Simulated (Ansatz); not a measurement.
One geometry of the cluster Zn₂O₂⁺, several levels of theory.

```yaml
crystal:
  periodic: [false, false, false]
  atoms:
    - {symbol: Zn, position_ang: [1.622754, -0.048297, -0.136932]}
    - {symbol: Zn, position_ang: [-0.304655, 1.081953, -1.177771]}
    - {symbol: O, position_ang: [-0.165594, -0.805479, 0.927062]}
    - {symbol: O, position_ang: [-1.152505, -0.228186, 0.387641]}
basis:
  gaussian: {orbitals: def2-TZVP, initial_orbitals: start.molden}
total_charge: 1
magnetization: {spin_polarized: true, initial_magnetization: 1}
hamiltonian: {xc: pbe}
correlation: {method: rpa, frozen_orbitals: {O: 1, Zn: 9}}
scf: {omitted_lower_state_checks: [starts]}
```

The file start.molden holds the orbitals of an earlier run on this structure, at another level or in another basis.

```sh
$ ansatz run in.yaml --threads 4 --pin off --events-out ev --progress --plain --max-ram 3916MiB
```

It prints (some lines left out):

```
Functional definition: PBE
  name "PBE"
  cite "Perdew, Burke & Ernzerhof, Phys. Rev. Lett. 77, 3865 (1996) doi:10.1103/PhysRevLett.77.3865"
  parent pbe
  parameter kappa = 0.804
  parameter beta = 0.06672455060314922
  exchange = pbe_x(kappa = kappa, mu = beta*pi^2/3)
  correlation = pbe_c(beta = beta)
these checks for a lower state are left out or cut short: starts
1233 factors; integrals over basis functions are off by at most 5.2e-4 eV
mean field evaluation 1: about -100906.4759 eV, gradient 9.2e0 eV
mean field evaluation 2: about -100906.7157 eV, gradient 3.3e-1 eV
mean field evaluation 4: about -100906.7129 eV, gradient 5.1e-2 eV
mean field evaluation 8: about -100906.7129 eV, gradient 2.1e-6 eV
mean field -100906.71290297 eV, -3708.2533021574 hartree, gradient 2.4e-6 eV, S^2 0.775309; 0 other end points of the search recorded, 0 dependent functions left out
20 core orbitals not correlated: weight in the atoms' cores, before any rotation towards them, 1.000 or more for the frozen orbitals, at most 0.000 for the correlated occupied ones
reference -100815.39797867 eV, -3704.8975405852 hartree; 18, 17 occupied and 120, 121 virtual orbitals, 1233 factors
Total energy: -100862.15096947 eV, -3706.6156813065 hartree
Checks for a lower state left out: starts
```

Run time 4.5 s (4 threads of Arm Neoverse V2 on a shared host).

First input, but with `hamiltonian: {xc: r2scan, dispersion: d4}`, `output: {orbitals: {seedname: orbitals}}` and without the key `correlation` (abridged; 6.5 s):

```
Functional definition: r2SCAN
mean field -100922.06084900 eV, -3708.8173287708 hartree, gradient 3.8e-5 eV, S^2 0.857490
Total energy: -100922.07658604 eV, -3708.8179070966 hartree
Checks for a lower state left out: starts
```

As the first input, with `correlation: {method: mp2, frozen_orbitals: {O: 1, Zn: 9}}`, `output: {orbitals: {seedname: orbitals}}` and without the key `hamiltonian` (abridged; 6 s):

```
Functional definition: HF
mean field evaluation 16: about -100818.6520 eV, gradient 2.4e-7 eV
mean field -100818.65197601 eV, -3705.0171227817 hartree, gradient 2.4e-7 eV, S^2 0.821329
20 core orbitals not correlated: weight in the atoms' cores, before any rotation towards them, 1.000 or more for the frozen orbitals, at most 0.000 for the correlated occupied ones
second order -34.06758139 eV of doubles, -0.00000000 eV of singles
Total energy: -100852.71955740 eV, -3706.2690833059 hartree
Checks for a lower state left out: starts
```

The first input with `gaussian: {orbitals: def2-SVP, initial_orbitals: start.molden}`, `hamiltonian: {xc: pbe, dispersion: d4}`, `output: {orbitals: {seedname: orbitals}}` and without the key `correlation` (abridged; 1.5 s):

```
Functional definition: PBE
mean field -100887.43332506 eV, -3707.5447907375 hartree, gradient 2.4e-5 eV, S^2 0.775419
Total energy: -100887.51086013 eV, -3707.5476400987 hartree
Checks for a lower state left out: starts
```

First input, but with `hamiltonian: {xc: {name: r2SCAN0}, dispersion: d4}`, `output: {orbitals: {seedname: orbitals}}` and without the key `correlation` (abridged; 8.5 s):

```
Functional definition: r2SCAN0
mean field -100918.93217356 eV, -3708.7023520692 hartree, gradient 1.9e-5 eV, S^2 0.945317
Total energy: -100918.95170918 eV, -3708.7030699901 hartree
Checks for a lower state left out: starts
```

As the first input, with `hamiltonian: {xc: pbe0, dispersion: d4}`, `output: {orbitals: {seedname: orbitals}}` and without the key `correlation` (abridged; 4.7 s):

```
Functional definition: PBE0
mean field -100906.90762761 eV, -3708.2604581563 hartree, gradient 8.0e-6 eV, S^2 0.843725
Total energy: -100906.97231495 eV, -3708.2628353721 hartree
Checks for a lower state left out: starts
```

First input, but with `gaussian: {orbitals: def2-SVP, initial_orbitals: start.molden}`, `hamiltonian: {xc: pbe0, dispersion: d4}`, `output: {orbitals: {seedname: orbitals}}` and without the key `correlation` (abridged; 2 s):

```
Functional definition: PBE0
mean field -100888.13906968 eV, -3707.5707263741 hartree, gradient 4.4e-5 eV, S^2 0.831524
Total energy: -100888.20376001 eV, -3707.5731036998 hartree
Checks for a lower state left out: starts
```

Geometry: PBE-D4/def2-SVP.

Correlated methods freeze 20 core orbitals. The structure holds one bond between oxygen atoms, so isomers without such links may lie far lower. At r2SCAN0-D4/def2-TZVP the charge 1 doublet is spin-contaminated (final ⟨S²⟩ up to 0.95, 0.75 for a pure state). The structure comes from a short search, and lower isomers may exist.
